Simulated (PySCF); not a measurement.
Species: [MoSCl4]- (charge -1 and doublet state).
Bonds: Mo1–S2, Mo1–Cl3, Mo1–Cl4, Mo1–Cl5, Mo1–Cl6.

Computed, not measured: PBE0-D3(BJ)/def2-SVP geometry optimisation, gas phase, def2 core potentials past Kr in PySCF.

(1) Give the optimised bond lengths and angles.

Answers

(1) 
```tsv
bond	length (bohr)
Mo1–S2	3.946
Mo1–Cl3 and 3 like bonds	4.439
```

Bonds in one row agree within 0.02 bohr and their mean is given. A selection of angles:
```tsv
angle	degrees
S2–Mo1–Cl3	106.2
Cl3–Mo1–Cl4	85.5
Cl3–Mo1–Cl5	147.5
```

All 4 Cl–Mo bonds measure 2.349 Å. Mo1 (molybdenum bonded to 4 Cl and S) is square pyramidal (τ5 = (β − α)/60° = 0.00 from the two widest angles, 147.5° and 147.5° (0 for a square pyramid, 1 for a trigonal bipyramid)).

Point group: C4v (tolerance 0.08 Å). No PBE0-D3(BJ)/def2-SVP frequencies stand behind this structure, so it isn't proved a minimum. ⟨S²⟩ = 0.768 (exact for a doublet: 0.75). The geometry's basis has no diffuse functions, a weakness for an anion.
